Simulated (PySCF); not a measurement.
**Where the electron goes**

Compound: C4H8O2Si.
Numbering: `[O:1]=[CH:2][C@H:3]1[CH2:4][O:5][CH2:6][SiH2:7]1` (hydrogens: H8 on C2; H9 on C3; H10, H11 on C4; H12, H13 on C6; H14, H15 on Si7)

The calculation used PySCF 2.14.0, density-fitted response routines, TDDFT B3LYP/def2-SVPD, vertical, gas phase, core orbitals frozen in the response. One conformer (not necessarily the lowest) at the GFN2-xTB geometry, without solvent, vibrations or thermal averaging.

Frontier orbitals with the atoms that hold most of them (Löwdin shares over 4%, at most four atoms; ? is withheld):

```
orbital  ε (eV)                              atoms
 LUMO+2    0.03     Si7 28%, C6 11%, H14 8%, C4 8%
 LUMO+1   -0.20  Si7 33%, H15 12%, C6 10%, H14 10%
   LUMO   -1.20      C2 37%, O1 28%, Si7 9%, C3 9%
   HOMO       ?                                  ?
 HOMO-1   -7.59                                  ?
 HOMO-2   -8.59     O5 20%, C3 15%, C6 12%, O1 12%
 HOMO-3   -9.22     O5 24%, Si7 18%, C3 13%, C6 9%
```

(1) Which atoms hold the HOMO, and with what shares?

(2) Which atoms hold the HOMO-1, and with what shares?

(3) What is the HOMO energy, and the HOMO–LUMO gap?

## Answers

(1) O1 (bonded to C) 48%; O5 (bonded to 2 C) 17%; C2 (bonded to C, O and H) 11%; C3 (bonded to 2 C, Si and H) 8%. By element: oxygen 65%, carbon 20% or more.

(2) O5 (bonded to 2 C) 35%; O1 (bonded to C) 15%; C6 (bonded to O, Si and 2 H) 13%; Si7 (bonded to 2 C and 2 H) 8%. By element: oxygen 50%, carbon 13% or more, silicon 8%.

(3) ε(HOMO) = -7.15 eV; the gap is 5.95 eV (0.2187 hartree).

Question: The HOMO–LUMO gap is 5.95 eV. Where does the response calculation put the lowest singlet, and from which orbitals?

Answer: S1 is at 4.26 eV (f = 0.0003), 1.69 eV below the gap, made of HOMO→LUMO (86%), HOMO-1→LUMO (10%). 

Question: Give energy, strength and leading configuration of S1, S2, S3 and S5, and follow the Löwdin shares of the leading atoms from the occupied to the empty orbital.

Answer: 
- S1 (4.26 eV, f 0.0003), HOMO→LUMO (86%): O1 48% → 28%, O5 17% → at most 9%, C2 11% → 37%
- S2 (5.49 eV, f 0.017), HOMO-1→LUMO (86%): O5 35% → at most 9%, O1 15% → 28%, C2 at most 8% → 37%
- S3 (6.09 eV, f 0.0071), HOMO→LUMO+1 (96%): O1 48% → at most 10%, O5 17% → at most 10%, Si7 at most 9% → 33%, H15 at most 9% → 12%
- S5 (6.54 eV, f 0.044), HOMO-1→LUMO+1 (95%): O5 35% → at most 10%, O1 15% → at most 10%, Si7 8% → 33%, H15 at most 8% → 12%

The run took 26 s on one thread of an Intel Xeon 6975P-C, shared host with 192 logical CPUs at a one-minute load of 55, and the process peaked at 0.85 GiB of memory.
